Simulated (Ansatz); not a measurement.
Stepwise reaction of `[NH2][Hf]([OH])([OH])[F]` with ammonia, as a gas-phase model of exchange steps in deposition or etching. ΔE in kJ/mol; ΔG adds harmonic PBE0-D4 terms to CCSD(T)/CBS, at 1 bar.

Program: Ansatz. Geometries: PBE0-D4/def2-TZVP. ΔE: electronic, gas phase. CCSD(T)/CBS is the MP2 limit (def2-TZVPP, def2-QZVPP) plus CCSD(T) − MP2 in def2-TZVPP, frozen cores. This one scheme is used for every species. Functionals use def2-TZVPP. B3LYP here is the variant with VWN-RPA as its local correlation; programs differ in this. def2 core potentials past Kr. For Hf outer-core shells are correlated without core-valence functions, which leaves a few kJ/mol of doubt a bond. One conformer a species, not always the lowest.

```csv
step,reaction,PBE-D4,B3LYP-D4,ωB97M-V,CCSD(T)/CBS,ΔG(400 K)
2,`[NH2][Hf]([NH2])([OH])[F]` + NH₃ → `[NH2][Hf]([NH2])([NH2])[F]` + H₂O,66.4,69.8,69.9,65.1,68.1
```

Problem. Give the row of step 1, `[NH2][Hf]([OH])([OH])[F]` + NH₃ → `[NH2][Hf]([NH2])([OH])[F]` + H₂O. (An estimate is asked.)

Solution. The calculation gave: 
| step | reaction | PBE-D4 | B3LYP-D4 | ωB97M-V | CCSD(T)/CBS | ΔG(400 K) |
| --- | --- | --- | --- | --- | --- | --- |
| 1 | `[NH2][Hf]([OH])([OH])[F]` + NH₃ → `[NH2][Hf]([NH2])([OH])[F]` + H₂O | 65.4 | 70.0 | 70.9 | 67.1 | 70.4 |

Problem. By hand: ΔE of the 2 steps together at CCSD(T)/CBS.

Solution. (67.1) + (65.1) = 132.2 kJ/mol, or 66.1 kJ/mol a step.

In ΔE the steps differ by no more than 2.0 kJ/mol. All are uphill at CCSD(T)/CBS. ΔG lies between 68.1 and 70.4 kJ/mol a step. PBE-D4 differs from CCSD(T)/CBS by -1.7 to 1.3 kJ/mol a step. Only this route is followed, and other bonds may react first. Isolated molecules leave out the surface, adducts and barriers. Largest T1 diagnostic: 0.015.
